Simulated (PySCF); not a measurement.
C5H5Cl, SMILES C=C=C/C=C/Cl. Heavy atoms are numbered as in [CH2:1]=[C:2]=[CH:3]/[CH:4]=[CH:5]/[Cl:6]. Hydrogens are named by the atom that carries them.

The structure is a stationary point at r2SCAN-D4/def2-SVP. The structure was generated by enumeration; whether it is a known compound was not checked. The values are those of a single conformer.

All values below come from PySCF with PBE/pcSseg-1.

GIAO shieldings, no solvent; atoms alike by connectivity are averaged. δ = σ(ref) − σ: ¹³C against TMS (σ = 182.0 ppm); ³⁵Cl against HCl (σ = 936.5 ppm); ¹H against TMS (σ = 31.49 ppm), references at their B3LYP-D3(BJ)/def2-TZVP geometries, non-relativistic (without spin–orbit terms, shifts of atoms bonded to Cl or Br come out too high).

| atoms | nucleus | count | δ (ppm) |
|---|---|---|---|
| C2 | ¹³C | 1 | [?] |
| C5 (CH) | ¹³C | 1 | 139.1 |
| C4 (CH) | ¹³C | 1 | 131.1 |
| C3 (CH) | ¹³C | 1 | [?] |
| C1 (CH2) | ¹³C | 1 | [?] |
| Cl6 | ³⁵Cl | 1 | 260.5 |
| H on C5 | ¹H | 1 | 6.78 |
| H on C3 | ¹H | 1 | [?] |
| H on C4 | ¹H | 1 | [?] |
| H on C1 | ¹H | 2 | 5.66 |

### Question
Complete the blanks. (Estimate from the structure and the level; the computed values follow.)

### Answer

- H on C4, δ (ppm): 5.97
- H on C3, δ (ppm): 5.98
- C2, δ (ppm): 225.4
- C3 (CH), δ (ppm): 94.5
- C1 (CH2), δ (ppm): 84.4
